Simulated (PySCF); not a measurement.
# C6H6ClFO: full NMR table

- Formula: C6H6ClFO
- SMILES: C=C[C@@]1(F)C[C@@H]1C(=O)Cl
- Point group of the computed structure: C1
- Degrees of unsaturation: 3
- Carbon signals: 6
- Proton signals: 6

Mapped SMILES: `[CH2:1]=[CH:2][C@@:3]1([F:4])[CH2:5][C@@H:6]1[C:7](=[O:8])[Cl:9]`. Each H is labelled by its parent atom. Ha(C1) is cis to C3; Ha(C5) is cis to C7 on the ring; Hb(C1) is trans to C3; Hb(C5) is trans to C7 on the ring.

PySCF 2.14 calculation with coordinates at the GFN2-xTB level and PBE0/pcSseg-1 with gauge-including orbitals; non-relativistic Hamiltonian, one computed conformer, no solvent.

References, each an isolated molecule treated in the same way: ¹H (31.72 ppm), ¹³C (186.93 ppm) vs TMS; ¹⁹F (170.95 ppm) against CFCl3; ¹⁷O (336.08 ppm) vs H2O.

```tsv
carbon	δC, type	δH (multiplicity)	HMBC from (2–3 bonds)	span of the C tensor (ppm)
C1	124.5, CH2	Hb(C1) 5.87 (m); Ha(C1) 6.14 (m)	H(C2)	234
C2	142.4, CH	5.47 (m)	Ha(C1), Hb(C1), Ha(C5), H(C6), Hb(C5)	210
C3	88.1, C	–	Ha(C1), Hb(C1), H(C2), Ha(C5), H(C6), Hb(C5)	94
C5	25.9, CH2	Hb(C5) 1.22 (m); Ha(C5) 2.32 (m)	H(C2), H(C6)	41
C6	40.6, CH	2.29 (m)	H(C2), Ha(C5), Hb(C5)	74
C7	177.2, C	–	Ha(C5), H(C6), Hb(C5)	169
```

Other nuclei:
```
atoms  nucleus                environment  δ (ppm)  σ (ppm)
   F4      ¹⁹F  fluorine on an sp3 carbon   -217.6    388.6
   O8      ¹⁷O            carbonyl oxygen    571.3   -235.2
```

Carbon types of the structure: 2 × C, 2 × CH, 2 × CH2, which accounts for all hydrogens. δC 177.2: carbonyl carbon. δC 142.4: alkene CH; an sp2 carbon of a C=C bond. δC 124.5: terminal =CH2 carbon; the olefinic region. δC 88.1, 40.6, 25.9: three-membered-ring carbon. δH 5.47: hydrogen on an alkene CH; attached to an sp2 carbon and in the plane of the double bond.

Carbons that carry Cl, above all several Cl atoms, come out too deshielded, partly because spin–orbit coupling is missing. Splittings by ¹⁹F in the carbon and heteronuclear signals aren't shown, as no couplings were computed. Shifts are as computed. Against solution values, carbons near 30 ppm lie about +3 ppm off and those near 130 ppm about +5 ppm; carbons on Cl a further +6 ppm. Of 1211 compounds with measured shifts, 218 miss one by over three times the rms of a fit or turn the order of signals round; such compounds aren't used in these exercises. Unscaled 19F shifts against computed CFCl3 carry errors that often reach 10 to 50 ppm. Unscaled 17O shifts of doubly bonded oxygen tend to come out too high, by tens of ppm or more. Experimental scales use liquid or dissolved standards, which lie at an offset from isolated H2O (liquid H2O: subtract about 36 ppm). No couplings were computed; multiplicities are counted from neighbouring protons, with m where these are inequivalent, close in shift, in a saturated or five-membered ring or joined by F or P, and br s for small geminal =CH2 splittings.
